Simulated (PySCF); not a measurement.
C2H2Cl, SMILES [CH]=CCl, multiplicity 2.

The structure is a stationary point at PBE0-D3(BJ)/def2-TZVP. The isomer is the one that the SMILES or the coordinates give; other isomers of the formula were not compared.

Computed with PySCF 2.14.0 with PBE0-D3(BJ)/def2-TZVP.

Frequencies are harmonic and unscaled.

Give all harmonic wavenumbers and intensities. (Estimate from the structure and the level; the computed values follow.)


```tsv
mode	ν (cm⁻¹)	IR (km/mol)	moving atoms (share of kinetic energy)
1	351	9.0	C 46 %, H 35 %, Cl 20 %
2	677	11.9	H 54 %, C 45 %
3	698	21.0	C 59 %, Cl 28 %, H 13 %
4	806	96.3	H 53 %, C 46 %
5	849	76.8	H 86 %, C 13 %
6	1221	5.5	H 93 %
7	1650	43.0	C 93 %
8	3205	4.1	H 92 %, C 8 %
9	3312	10.4	H 90 %, C 10 %
```
